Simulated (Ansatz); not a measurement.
Isolated molecules relaxed with PBE0-D4/def2-TZVP in Ansatz; ΔE leaves out vibrations. CCSD(T)/CBS is the MP2 limit (def2-TZVPP, def2-QZVPP) plus CCSD(T) − MP2 in def2-TZVPP, frozen cores. Functionals use def2-TZVPP. For Ge outer-core shells are correlated without core-valence functions, which leaves a few kJ/mol of doubt a bond. Scalar relativity is left out up to krypton. One conformer a species, not always the lowest.

Reaction (isomerisation): `C[C](=O)[GeH3]` → `C=[C](O)[GeH3]`

Question: Is it downhill or uphill in electronic energy at CCSD(T)/CBS, and by how much? (Best estimate.)

Answer: The calculation gave: Uphill: ΔE = +36.8 kJ/mol.

Question: What do these levels give: LDA (SPW92), BLYP-D4, r2SCANh-D4, ωB97M-V, B2PLYP, BLYP, r2SCAN, PBE0, HF/def2-SVP, MP2/def2-SVP, CCSD/def2-TZVPP, SCS-MP2/def2-QZVPP? (An estimate is asked.)

Answer: Ansatz gave: LDA (SPW92) 33.0, BLYP-D4 48.8, r2SCANh-D4 43.0, ωB97M-V 41.3, B2PLYP 45.1, BLYP 50.2, r2SCAN 44.5, PBE0 42.9, HF/def2-SVP 54.8, MP2/def2-SVP 55.7, CCSD/def2-TZVPP 41.1, SCS-MP2/def2-QZVPP 41.0 kJ/mol.

Largest T1 diagnostic among the species: 0.014.

From BLYP to BHLYP (50 % exact exchange), in def2-TZVPP and without D4, ΔE moves by −6.7 kJ/mol. In def2-TZVPP, CCSD(T) changes the Hartree–Fock value by −8.7 kJ/mol (the triples alone add −0.6 kJ/mol) and MP2 by −9.7 kJ/mol. Leaving LDA and LC-ωPBE aside and taking each functional with its dispersion term where it has one, the values, not all of them listed here, spread over 8.1 kJ/mol, from PBE-QIDH to revPBE-D4. LDA lies −13.4 kJ/mol from PBE without D4.
